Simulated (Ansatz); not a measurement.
| atom | x (Å) | y (Å) | z (Å) |
| --- | --- | --- | --- |
| C | 1.3900 | 0.0000 | 0.0000 |
| C | 0.6950 | 1.2038 | 0.0000 |
| C | -0.6950 | 1.2038 | 0.0000 |
| C | -1.3900 | 0.0000 | 0.0000 |
| C | -0.6950 | -1.2038 | 0.0000 |
| C | 0.6950 | -1.2038 | 0.0000 |
| H | 1.2400 | 2.1477 | 0.0000 |
| H | -1.2400 | 2.1477 | 0.0000 |
| H | -2.4800 | 0.0000 | 0.0000 |
| H | -1.2400 | -2.1477 | 0.0000 |
| H | 1.2400 | -2.1477 | 0.0000 |

Basis set: 6-31G* (spherical functions). Frozen core: 6 orbitals. Charge 0, multiplicity 2.

Computed with Ansatz (development build ahead of 0.2.0); each method stands on the lowest determinant of its kind that the runs found.

Q: Give the atomization energy at this shape (free ground-state atoms in the same class of orbitals less the molecule, no zero-point energy) of doublet C6H5 by UHF-MP2, UHF.

A:

```csv
method,atomization energy
UHF-MP2,1163.82 kcal/mol
UHF,933.15 kcal/mol
```

Caution: the unrestricted determinant is spin contaminated.
